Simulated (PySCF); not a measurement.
## Molybdenum: a sound run and one with changed settings

Sound run: Mo [Kr] 4d5 5s1, Mo⁺ [Kr] 4d5. Calculation: PySCF 2.14, in aug-cc-pVDZ-PP with ECP28MDF; a scalar-relativistic core potential. In the sound run the correlated levels freeze 4s2 4p6 outside the core potential. The sound run starts from symmetry-adapted Hartree-Fock orbitals and uses a fine grid where one is needed.

A second run was set up differently.

| species | method | sound run (hartree) | changed run (hartree) | converged |
| --- | --- | --- | --- | --- |
| Mo | MP2 | -67.40952 | -67.60094 | yes |
| Mo⁺ | MP2 | -67.16004 | -67.33894 | yes |

Ionisation energy of Mo:

| method | sound run (eV) | changed run (eV) |
| --- | --- | --- |
| UHF | 6.256 | 6.256 |
| MP2 | 6.788 | 7.129 |
| SCS-MP2 | 6.433 | 6.759 |

(1) What was changed?
A. all electrons correlated in a valence basis
B. a valence shell is frozen
C. basis contracted for another Hamiltonian
D. level shift left on

## Answers

(1) A. A valence basis has no tight correlating functions, so it recovers only part of the core correlation, and not evenly between atom and ion.
